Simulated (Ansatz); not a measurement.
Li₂₀H₂₀ (started as a model of: 2x4x5 LiH rock-salt block). Charge 0, multiplicity 1. Geometry PBE-D4/def2-SVP, basis def2-TZVP, Ansatz.

```xyz
40

Li    0.851    2.792   -3.660
H    -0.400    2.739   -2.325
Li   -1.645    2.331   -0.972
H    -2.885    2.136    0.433
Li   -4.030    1.607    1.759
H     2.238    1.971   -2.793
Li    0.933    1.649   -1.359
H    -0.320    1.358    0.009
Li   -1.548    1.047    1.395
H    -2.839    0.739    2.844
Li    3.450    0.867   -1.866
H     2.211    0.575   -0.460
Li    0.974    0.270    0.937
H    -0.286   -0.032    2.312
Li   -1.552   -0.348    3.689
H     4.709   -0.163   -0.933
Li    3.496   -0.478    0.461
H     2.308   -0.779    1.909
Li    0.993   -1.086    3.240
H    -0.270   -1.372    4.596
H     0.269    1.371   -4.596
Li   -0.994    1.086   -3.239
H    -2.308    0.780   -1.908
Li   -3.496    0.479   -0.461
H    -4.709    0.162    0.932
Li    1.551    0.347   -3.689
H     0.286    0.032   -2.312
Li   -0.974   -0.269   -0.936
H    -2.210   -0.574    0.460
Li   -3.450   -0.868    1.865
H     2.838   -0.740   -2.844
Li    1.548   -1.046   -1.394
H     0.320   -1.356   -0.008
Li   -0.932   -1.648    1.359
H    -2.238   -1.972    2.792
Li    4.029   -1.609   -1.759
H     2.884   -2.136   -0.432
Li    1.646   -2.330    0.973
H     0.401   -2.739    2.325
Li   -0.851   -2.793    3.659
```

```json
{"run": "A", "HOMO (eV)": "-5.09", "LUMO (eV)": "-1.10"}
{"run": "B", "HOMO (eV)": "-4.88", "LUMO (eV)": "-1.49"}
{"run": "C", "HOMO (eV)": "-7.22", "LUMO (eV)": "-0.13"}
{"run": "D", "HOMO (eV)": "-5.93", "LUMO (eV)": "-0.87"}
{"run": "E", "HOMO (eV)": "-4.77", "LUMO (eV)": "-1.29"}
```

Problem. The runs used BLYP, CAM-B3LYP, PBE, PBE0, r2SCAN. Estimate which is which.

Solution. A r2SCAN (0 % exact exchange); B PBE (0 % exact exchange); C CAM-B3LYP (range-separated); D PBE0 (25 % exact exchange); E BLYP (0 % exact exchange). Exact exchange lowers occupied and raises empty levels; among semilocal functionals meta-GGAs tend to open the gap a little, and such runs are hard to tell apart. The gap grows from 3.39 eV (PBE) to 7.10 eV (CAM-B3LYP).
